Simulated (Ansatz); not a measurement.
`C[SiH](N)BCl` → `CBCl` + `N[SiH]` at 298.15 K and 1 bar (silylene formation by 1,1-elimination).

Isolated molecules relaxed with PBE0-D4/def2-TZVP in Ansatz; ΔE leaves out vibrations. CBS: MP2 limit from def2 TZ/QZ plus the TZ coupled-cluster correction, frozen cores. This one scheme is used for every species. Each species was taken in one conformer, which may not be the lowest.

| species | CCSD(T)/CBS energy (Eh) | H − E (kJ/mol) | S (J/(mol·K)) |
| --- | --- | --- | --- |
| `C[SiH](N)BCl` | -870.68117 | 248.7 | 378.4 |
| `CBCl` | -525.07110 | 144.9 | 287.1 |
| `N[SiH]` | -345.56329 | 99.2 | 245.4 |

H − E and S are ideal-gas, rigid-rotor, harmonic terms from PBE0-D4/def2-TZVP, for one conformer and one mirror image of each species. 1 Eh = 2625.50 kJ/mol, R = 8.31446 J/(mol·K).

Task: By hand: ΔE, ΔH, ΔS and ΔG.

Result: ΔE = (-525.07110) + (-345.56329) − (-870.68117) = 0.04678 Eh = 122.8 kJ/mol. Δ(H − E) = 144.9 + 99.2 − 248.7 = -4.6, so ΔH = 118.2 kJ/mol. ΔS = 287.1 + 245.4 − 378.4 = 154.1 J/(mol·K). ΔG = 118.2 − 298.15 × (154.1)/1000 = 72.3 kJ/mol.

Task: By hand: the equilibrium constant, and the temperature at which ΔG would vanish if ΔH and ΔS stayed fixed.

Result: log₁₀ K = −ΔG/(RT ln 10) = -12.7. ΔG = 0 at ΔH/ΔS = 767 K.

The number of gas molecules changes by +1, which sets the sign of ΔS. A doubt of 5 kJ/mol in ΔE shifts log₁₀ K by 0.9 here. Other conformers and mirror images would add mixing entropy, several J/(mol·K) or more a flexible species. Modes under 60 cm⁻¹, often nearly free rotors, make the harmonic entropy too high. These are equilibria of isolated gas molecules and say nothing of rates. Largest T1 diagnostic: 0.015 (customary marks: 0.02 for closed shells, 0.045 for open ones).
